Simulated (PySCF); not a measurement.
Si(Cl)2(H)(SeH) (Cl₂H₂SeSi), SMILES Cl[SiH](Cl)[SeH]. The structure is a stationary point at B3LYP-D3(BJ)/def2-SVP. This is a generated structure with no PubChem entry under its InChIKey; it may be hypothetical. The values are those of a single conformer.

Level of theory: PySCF 2.14.0 with B3LYP-D3(BJ)/def2-SVP.

Harmonic wavenumbers (cm⁻¹): 116, 130, 176, 213, 394, 537, 576, 667, 779, 820, 2273, 2399. Rotational constants (GHz): 2.292, 1.290, 0.8722; symmetry number 1.

Question: Work out the zero-point energy and the ideal-gas rigid-rotor harmonic-oscillator thermochemistry at 298.15 K and 1 atm.

Answer: ZPE = ½ Σ hcν = ½ × 9079 cm⁻¹ = 12.98 kcal/mol. H − E(el) = 17.54 kcal/mol. Entropy in cal/(mol K): translation 41.47, rotation 29.21, vibration 13.32, total 84.00. G − E(el) = -7.50 kcal/mol. Cp = 21.44 cal/(mol K). Modes under 150 cm⁻¹ make the vibrational entropy uncertain.
